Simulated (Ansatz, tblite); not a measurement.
Removing and adding an electron: YF₃. Total charge 0; singlet. Geometry: PBE-D4/def2-TZVP. Ansatz, gas phase; energy differences of separate SCF runs; the oxidised species was run as a doublet alone; the reduced species was run as a doublet alone.

Cartesian coordinates in Å:
```
Y -0.145 0.043 0.040
F 0.793 1.364 1.225
F -0.310 -1.863 0.650
F -0.338 0.456 -1.915
```

In the def2 sets Y takes a core potential; there is no spin–orbit coupling. The xTB rows come from tblite. Correlated methods freeze 3 core orbitals; core or outer-core shells of Y are correlated, in sets that lack core-valence functions. In CCSD on the charge 1 doublet the largest single amplitude is 0.23, so its Hartree–Fock determinant may place the open shell otherwise than the density functionals do. HOMO above LUMO, or a gap near zero within one spin, warns that the state may not be the lowest or that an electron is smeared out. The structure comes from a short search, and lower isomers may exist.

Problem. Estimate orbital energies and vertical ionisation energies and electron affinities at: GFN1-xTB; GFN2-xTB; HF/def2-TZVPP; PBE-D4/def2-TZVP; PBE-D4/def2-TZVPD; r2SCAN-D4/def2-TZVP; r2SCAN-D4/def2-TZVPD; PBE0-D4/def2-TZVP; PBE0-D4/def2-TZVPD; MP2/def2-TZVPP; CCSD/def2-TZVPP; CCSD(T)/def2-TZVPP.

Solution. 
```tsv
level	−HOMO (eV)	vertical IE (eV)	−LUMO (eV)	vertical EA (eV)	HOMO–LUMO gap (eV)	IE − EA (eV)	remarks
GFN1-xTB	14.27	18.22	11.46	7.38	2.82	10.84	–
GFN2-xTB	14.45	18.15	12.60	8.30	1.86	9.85	–
HF/def2-TZVPP	–	12.22	–	–	–	–	–
PBE-D4/def2-TZVP	8.56	12.05	3.17	–	5.39	–	gap within one spin near zero (+1 doublet)
PBE-D4/def2-TZVPD	8.63	–	3.18	0.96	5.45	–	HOMO above zero (-1 doublet)
r2SCAN-D4/def2-TZVP	8.97	12.29	2.64	–	6.34	–	–
r2SCAN-D4/def2-TZVPD	9.01	–	2.61	0.91	6.41	–	HOMO above zero (-1 doublet)
PBE0-D4/def2-TZVP	10.51	12.84	2.43	–	8.08	–	–
PBE0-D4/def2-TZVPD	10.56	–	2.42	0.92	8.14	–	HOMO above zero (-1 doublet)
MP2/def2-TZVPP	–	14.22	–	–	–	–	–
CCSD/def2-TZVPP	–	13.78	–	–	–	–	–
CCSD(T)/def2-TZVPP	–	13.78	–	–	–	–	–
```

   A HOMO above zero means that the electron is unbound at that level or that self-interaction error raises the level; the energy of removing that electron tells which. Raw xTB energy differences between charge states are shifted by several eV; the methods need an empirical correction for them.
